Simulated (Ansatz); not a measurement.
HO2, SMILES [O]O (connectivity only; charge and spin as stated), charge -1, multiplicity 1.

Geometry: B3LYP-D3(BJ)/def2-TZVPD. The spin state was assumed, not searched. The isomer is the one that the SMILES or the coordinates give; other isomers of the formula were not compared.

Two levels are set side by side: PBE/def2-TZVPD (Ansatz, a program for electronic structure) and CAM-B3LYP/def2-TZVPD (Ansatz). Energy differences of separate SCF runs at the same geometry; the states with an electron removed or added have multiplicity 2. Differences are taken from unrounded values.

```csv
quantity,CAM-B3LYP,PBE,PBE minus CAM-B3LYP
vertical ionisation energy (eV),1.54,1.30,-0.24
vertical singlet–triplet gap (eV),2.32,1.88,-0.44
```
